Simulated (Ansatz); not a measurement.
A short molecular-dynamics run on CH7BGeSe (`B[CH2][GeH2][SeH]`).

```yaml
crystal:
  periodic: [false, false, false]
  atoms:
    - {symbol: B, position_ang: [-1.136218, 1.264529, -0.344691]}
    - {symbol: C, position_ang: [0.365456, 1.037500, -0.541239]}
    - {symbol: Ge, position_ang: [0.737547, -0.603262, 0.506673]}
    - {symbol: Se, position_ang: [-0.752795, -2.263260, -0.263912]}
    - {symbol: H, position_ang: [-1.929745, 0.785072, -1.102711]}
    - {symbol: H, position_ang: [-1.540204, 1.862310, 0.611504]}
    - {symbol: H, position_ang: [0.692520, 0.796871, -1.554377]}
    - {symbol: H, position_ang: [1.025175, 1.778292, -0.081817]}
    - {symbol: H, position_ang: [0.526416, -0.353836, 2.009148]}
    - {symbol: H, position_ang: [2.188771, -1.044313, 0.247469]}
    - {symbol: H, position_ang: [-0.111523, -3.316901, 0.534652]}
basis:
  gaussian: {orbitals: def2-SVP}
hamiltonian: {xc: {name: PBE}, dispersion: d3bj}
md: {timestep: 0.5 fs, n_steps: 50, ensemble: nvt_langevin, temperature: 700, initial_velocities: maxwell_boltzmann, friction: 0.01, seed: 914}
```

```sh
$ ansatz run in.yaml --threads 4 --pin off --events-out ev --progress --plain --max-ram 10444MiB
```

```
step  time (fs)  potential energy (eV)  kinetic (eV)  T (K)  conserved (eV)
   0        0.0           -123657.7832        0.9048    636               –
   1        0.5           -123657.7520        0.8717    613               –
   2        1.0           -123657.6951        0.7925    557               –
   3        1.5           -123657.6237        0.6470    455               –
   4        2.0           -123657.5529        0.5818    409               –
   5        2.5           -123657.4949        0.5371    378               –
   6        3.0           -123657.4545        0.4706    331               –
   7        3.5           -123657.4333        0.4520    318               –
   8        4.0           -123657.4325        0.4564    321               –
   9        4.5           -123657.4471        0.4806    338               –
  10        5.0           -123657.4704        0.4901    345               –
  11        5.5           -123657.4945        0.5002    352               –
  12        6.0           -123657.5127        0.5496    387               –
  13        6.5           -123657.5182        0.5415    381               –
  14        7.0           -123657.5086        0.4941    348               –
  15        7.5           -123657.4857        0.4960    349               –
  16        8.0           -123657.4495        0.4405    310               –
  17        8.5           -123657.4051        0.3869    272               –
  18        9.0           -123657.3604        0.3467    244               –
  19        9.5           -123657.3191        0.3227    227               –
  20       10.0           -123657.2862        0.2794    197               –
  21       10.5           -123657.2646        0.3047    214               –
  22       11.0           -123657.2556        0.2917    205               –
  23       11.5           -123657.2690        0.2953    208               –
  24       12.0           -123657.3059        0.3473    244               –
  25       12.5           -123657.3614        0.3888    273               –
  26       13.0           -123657.4260        0.4174    294               –
  27       13.5           -123657.4914        0.4854    341               –
  28       14.0           -123657.5534        0.5567    392               –
  29       14.5           -123657.6041        0.5880    414               –
  30       15.0           -123657.6354        0.6202    436               –
  31       15.5           -123657.6412        0.6362    447               –
  32       16.0           -123657.6235        0.6523    459               –
  33       16.5           -123657.5860        0.5925    417               –
  34       17.0           -123657.5347        0.5415    381               –
  35       17.5           -123657.4776        0.4901    345               –
  36       18.0           -123657.4217        0.4245    299               –
  37       18.5           -123657.3773        0.3830    269               –
  38       19.0           -123657.3491        0.3691    260               –
  39       19.5           -123657.3397        0.3692    260               –
  40       20.0           -123657.3485        0.3624    255               –
  41       20.5           -123657.3664        0.3700    260               –
  42       21.0           -123657.3864        0.4036    284               –
  43       21.5           -123657.4085        0.4675    329               –
  44       22.0           -123657.4287        0.5200    366               –
  45       22.5           -123657.4378        0.5260    370               –
  46       23.0           -123657.4361        0.5096    358               –
  47       23.5           -123657.4268        0.5280    371               –
  48       24.0           -123657.4074        0.5530    389               –
  49       24.5           -123657.3755        0.5132    361               –
  50       25.0           -123657.3323        0.4793    337               –
```

Velocities are drawn at the set temperature; a run this short doesn't reach equilibrium.

Frames (Å, forces in eV/Å):

```xyz
11
time=0.0 fs
B    -1.136    1.265   -0.345    0.177   -0.043   -0.007
C     0.365    1.038   -0.541   -0.186   -0.050    0.069
Ge    0.738   -0.603    0.507   -0.041   -0.047    0.036
Se   -0.753   -2.263   -0.264   -0.347    0.093   -0.303
H    -1.930    0.785   -1.103   -0.328   -0.192   -0.311
H    -1.540    1.862    0.612   -0.174    0.245    0.384
H     0.693    0.797   -1.554    0.160   -0.141   -0.510
H     1.025    1.778   -0.082    0.331    0.354    0.254
H     0.526   -0.354    2.009   -0.017    0.070    0.231
H     2.189   -1.044    0.247    0.258   -0.042   -0.043
H    -0.112   -3.317    0.535    0.168   -0.247    0.200
11
time=1.5 fs
B    -1.134    1.268   -0.362    0.180   -0.688   -0.325
C     0.366    1.043   -0.547   -0.017    0.166    0.513
Ge    0.742   -0.608    0.509   -1.292    0.276   -0.986
Se   -0.756   -2.258   -0.262   -0.363   -0.024   -0.245
H    -1.941    0.715   -1.078   -0.070    0.050   -0.189
H    -1.511    1.855    0.578   -0.518    0.678    0.891
H     0.640    0.811   -1.570    0.508   -0.169   -0.655
H     1.042    1.765   -0.042   -0.014    0.057   -0.219
H     0.529   -0.349    1.947   -0.160    0.268    1.356
H     2.113   -1.039    0.225    1.613   -0.441   -0.282
H    -0.138   -3.320    0.554    0.133   -0.173    0.139
11
time=3.0 fs
B    -1.130    1.270   -0.382   -0.073   -1.048   -0.250
C     0.367    1.047   -0.552    0.325    0.147    0.260
Ge    0.745   -0.613    0.511   -2.010    0.486   -1.482
Se   -0.760   -2.254   -0.258   -0.293   -0.274   -0.077
H    -1.944    0.652   -1.069    0.192    0.343   -0.028
H    -1.493    1.857    0.561   -0.643    0.773    0.894
H     0.608    0.817   -1.599    0.613   -0.053   -0.141
H     1.058    1.752   -0.010   -0.276   -0.125   -0.606
H     0.525   -0.338    1.919   -0.203    0.375    1.885
H     2.074   -1.044    0.195    2.350   -0.663   -0.426
H    -0.152   -3.329    0.572    0.019    0.037   -0.028
11
time=4.5 fs
B    -1.127    1.272   -0.402   -0.487   -1.070    0.269
C     0.368    1.052   -0.556    0.733   -0.063   -0.509
Ge    0.747   -0.618    0.512   -1.707    0.511   -1.332
Se   -0.763   -2.249   -0.255   -0.248   -0.476    0.064
H    -1.946    0.598   -1.063    0.406    0.630    0.111
H    -1.480    1.873    0.562   -0.572    0.537    0.410
H     0.592    0.822   -1.642    0.552    0.136    0.829
H     1.069    1.742    0.012   -0.438   -0.200   -0.868
H     0.524   -0.319    1.934   -0.092    0.297    1.480
H     2.083   -1.062    0.161    1.918   -0.507   -0.291
H    -0.162   -3.337    0.586   -0.067    0.205   -0.162
11
time=6.0 fs
B    -1.127    1.273   -0.419   -0.625   -0.816    1.038
C     0.371    1.058   -0.562    0.653   -0.423   -1.081
Ge    0.748   -0.622    0.513   -0.675    0.387   -0.849
Se   -0.767   -2.244   -0.252   -0.233   -0.632    0.165
H    -1.945    0.562   -1.049    0.418    0.739    0.079
H    -1.468    1.894    0.576   -0.427    0.176   -0.229
H     0.595    0.833   -1.670    0.497    0.182    1.319
H     1.069    1.730    0.010   -0.280    0.030   -0.774
H     0.521   -0.303    1.982    0.117    0.084    0.495
H     2.131   -1.099    0.117    0.678   -0.066    0.100
H    -0.181   -3.343    0.603   -0.123    0.339   -0.263
11
time=7.5 fs
B    -1.127    1.270   -0.434   -0.521   -0.293    1.900
C     0.374    1.062   -0.569    0.353   -0.778   -1.193
Ge    0.749   -0.626    0.514    0.302    0.268   -0.366
Se   -0.770   -2.241   -0.249   -0.271   -0.598    0.148
H    -1.935    0.549   -1.028    0.176    0.582   -0.147
H    -1.461    1.917    0.592   -0.278   -0.184   -0.811
H     0.609    0.848   -1.668    0.493    0.067    1.133
H     1.063    1.719   -0.007    0.046    0.420   -0.443
H     0.522   -0.291    2.045    0.285   -0.126   -0.461
H     2.203   -1.136    0.080   -0.487    0.353    0.474
H    -0.203   -3.333    0.620   -0.097    0.288   -0.234
11
time=9.0 fs
B    -1.128    1.269   -0.444   -0.298    0.135    2.407
C     0.375    1.067   -0.576   -0.010   -0.944   -0.597
Ge    0.749   -0.629    0.514    0.878    0.282    0.031
Se   -0.773   -2.237   -0.247   -0.366   -0.467    0.038
H    -1.921    0.551   -1.021   -0.102    0.370   -0.345
H    -1.460    1.933    0.601   -0.189   -0.408   -1.132
H     0.633    0.863   -1.639    0.579   -0.176    0.249
H     1.062    1.713   -0.030    0.315    0.744   -0.082
H     0.531   -0.279    2.103    0.367   -0.276   -1.128
H     2.265   -1.164    0.054   -1.157    0.593    0.680
H    -0.230   -3.323    0.629   -0.016    0.148   -0.121
11
time=10.5 fs
B    -1.128    1.270   -0.451   -0.238    0.284    2.384
C     0.374    1.071   -0.586    0.019   -0.696    0.498
Ge    0.750   -0.631    0.513    1.148    0.334    0.228
Se   -0.776   -2.234   -0.244   -0.538   -0.135   -0.231
H    -1.922    0.565   -1.030   -0.177    0.269   -0.396
H    -1.467    1.942    0.591   -0.136   -0.462   -1.146
H     0.674    0.872   -1.603    0.674   -0.454   -0.851
H     1.073    1.718   -0.051    0.181    0.688    0.033
H     0.544   -0.271    2.135    0.377   -0.349   -1.422
H     2.306   -1.186    0.043   -1.461    0.711    0.749
H    -0.253   -3.302    0.626    0.150   -0.189    0.153
11
time=12.0 fs
B    -1.129    1.273   -0.452   -0.282    0.032    1.690
C     0.373    1.072   -0.595    0.245   -0.324    1.370
Ge    0.753   -0.633    0.512    1.230    0.428    0.246
Se   -0.778   -2.231   -0.241   -0.740    0.281   -0.564
H    -1.936    0.586   -1.048   -0.047    0.276   -0.306
H    -1.477    1.939    0.551   -0.178   -0.234   -0.703
H     0.724    0.871   -1.576    0.696   -0.638   -1.567
H     1.079    1.740   -0.074   -0.101    0.423    0.034
H     0.571   -0.273    2.135    0.318   -0.352   -1.407
H     2.312   -1.194    0.050   -1.489    0.724    0.712
H    -0.263   -3.276    0.619    0.348   -0.615    0.494
11
time=13.5 fs
B    -1.129    1.276   -0.449   -0.129   -0.464    0.531
C     0.372    1.072   -0.603    0.968    0.016    1.216
Ge    0.755   -0.634    0.512    1.144    0.510    0.009
Se   -0.780   -2.229   -0.238   -0.736    0.263   -0.543
H    -1.944    0.616   -1.072    0.052    0.233   -0.210
H    -1.489    1.931    0.497   -0.341    0.260    0.125
H     0.783    0.852   -1.574    0.288   -0.509   -1.044
H     1.085    1.780   -0.095   -0.521   -0.097   -0.137
H     0.602   -0.285    2.098    0.212   -0.270   -1.013
H     2.284   -1.188    0.070   -1.274    0.646    0.596
H    -0.260   -3.274    0.621    0.336   -0.588    0.471
11
time=15.0 fs
B    -1.129    1.277   -0.445    0.120   -0.735   -0.425
C     0.372    1.072   -0.608    1.762    0.082    0.438
Ge    0.757   -0.633    0.512    0.800    0.599   -0.470
Se   -0.782   -2.227   -0.236   -0.532   -0.166   -0.188
H    -1.952    0.666   -1.098    0.039    0.051   -0.201
H    -1.506    1.930    0.454   -0.469    0.681    0.832
H     0.834    0.816   -1.590   -0.369   -0.145    0.048
H     1.083    1.823   -0.113   -0.793   -0.574   -0.287
H     0.640   -0.296    2.036    0.048   -0.104   -0.207
H     2.231   -1.174    0.108   -0.725    0.444    0.351
H    -0.249   -3.295    0.634    0.120   -0.134    0.109
11
time=16.5 fs
B    -1.129    1.279   -0.441    0.149   -0.725   -0.902
C     0.375    1.074   -0.612    2.097   -0.112   -0.260
Ge    0.759   -0.633    0.512    0.119    0.692   -1.374
Se   -0.784   -2.225   -0.234   -0.299   -0.630    0.194
H    -1.967    0.718   -1.122    0.105   -0.078   -0.149
H    -1.530    1.942    0.431   -0.406    0.759    1.040
H     0.869    0.774   -1.610   -0.895    0.267    0.926
H     1.068    1.859   -0.130   -0.786   -0.824   -0.338
H     0.679   -0.299    1.959   -0.155    0.191    1.159
H     2.172   -1.153    0.160    0.185    0.091   -0.017
H    -0.238   -3.326    0.648   -0.115    0.370   -0.279
11
time=18.0 fs
B    -1.131    1.279   -0.441   -0.048   -0.255   -0.741
C     0.383    1.075   -0.615    1.526   -0.547   -0.567
Ge    0.760   -0.633    0.512   -0.884    0.919   -2.063
Se   -0.786   -2.224   -0.232   -0.114   -0.980    0.489
H    -1.981    0.762   -1.152    0.210   -0.152   -0.034
H    -1.565    1.977    0.426   -0.048    0.303    0.560
H     0.882    0.737   -1.615   -1.048    0.538    1.181
H     1.030    1.882   -0.149   -0.369   -0.658   -0.173
H     0.713   -0.291    1.906   -0.304    0.464    2.328
H     2.116   -1.129    0.203    1.375   -0.385   -0.409
H    -0.228   -3.351    0.663   -0.296    0.753   -0.571
11
time=19.5 fs
B    -1.131    1.278   -0.441   -0.344    0.513   -0.227
C     0.390    1.073   -0.619    0.495   -0.990   -0.332
Ge    0.761   -0.635    0.510   -1.517    1.249   -1.737
Se   -0.788   -2.223   -0.229   -0.060   -1.105    0.589
H    -1.988    0.805   -1.175    0.204   -0.260    0.023
H    -1.593    2.031    0.436    0.414   -0.404   -0.168
H     0.871    0.708   -1.594   -0.815    0.545    0.712
H     0.982    1.898   -0.174    0.222   -0.225    0.132
H     0.747   -0.278    1.903   -0.356    0.465    2.317
H     2.091   -1.117    0.232    2.112   -0.689   -0.638
H    -0.226   -3.364    0.667   -0.355    0.900   -0.671
11
time=21.0 fs
B    -1.132    1.279   -0.442   -0.439    1.034    0.104
C     0.396    1.074   -0.621   -0.790   -1.404    0.309
Ge    0.760   -0.637    0.507   -1.212    1.538   -0.550
Se   -0.789   -2.223   -0.226   -0.126   -1.017    0.508
H    -1.990    0.844   -1.190    0.140   -0.375    0.004
H    -1.611    2.074    0.441    0.675   -0.827   -0.547
H     0.832    0.692   -1.563   -0.278    0.310   -0.254
H     0.940    1.909   -0.199    0.827    0.377    0.470
H     0.778   -0.261    1.951   -0.368    0.165    1.159
H     2.104   -1.123    0.248    1.873   -0.627   -0.609
H    -0.233   -3.363    0.660   -0.302    0.825   -0.595
11
time=22.5 fs
B    -1.135    1.285   -0.443   -0.491    1.227    0.136
C     0.400    1.074   -0.621   -1.536   -1.111    1.330
Ge    0.758   -0.639    0.505   -0.085    1.565    0.596
Se   -0.791   -2.224   -0.223   -0.337   -0.633    0.190
H    -1.993    0.875   -1.213    0.197   -0.385    0.091
H    -1.621    2.101    0.437    0.755   -0.997   -0.659
H     0.779    0.678   -1.543    0.269    0.011   -1.238
H     0.921    1.928   -0.208    0.909    0.315    0.400
H     0.801   -0.235    2.024   -0.382   -0.191   -0.170
H     2.156   -1.142    0.256    0.797   -0.255   -0.391
H    -0.254   -3.348    0.638   -0.095    0.452   -0.284
11
time=24.0 fs
B    -1.139    1.293   -0.443   -0.463    1.072   -0.174
C     0.400    1.071   -0.620   -1.502   -0.626    1.668
Ge    0.756   -0.639    0.504    1.084    1.417    1.194
Se   -0.793   -2.225   -0.219   -0.684    0.077   -0.364
H    -1.996    0.900   -1.241    0.342   -0.329    0.263
H    -1.616    2.104    0.420    0.623   -0.847   -0.448
H     0.719    0.667   -1.560    0.430    0.037   -1.267
H     0.920    1.955   -0.215    0.624   -0.280    0.054
H     0.819   -0.221    2.094   -0.394   -0.403   -1.023
H     2.225   -1.164    0.252   -0.316    0.126   -0.166
H    -0.278   -3.323    0.605    0.256   -0.243    0.264
11
time=25.0 fs
B    -1.144    1.299   -0.441   -0.310    0.732   -0.578
C     0.399    1.067   -0.619   -1.226   -0.382    1.355
Ge    0.755   -0.640    0.504    1.685    1.284    1.335
Se   -0.795   -2.226   -0.217   -0.937    0.634   -0.781
H    -1.998    0.908   -1.257    0.445   -0.271    0.383
H    -1.610    2.093    0.402    0.427   -0.545   -0.112
H     0.681    0.658   -1.588    0.354    0.285   -0.669
H     0.928    1.970   -0.212    0.335   -0.794   -0.238
H     0.825   -0.220    2.127   -0.396   -0.465   -1.325
H     2.276   -1.173    0.246   -0.899    0.309   -0.047
H    -0.296   -3.311    0.581    0.521   -0.787    0.677
```

Hardware: 4 threads of an Arm Neoverse V2 on a shared host. Wall time 69 s, peak host memory 0.54 GiB.
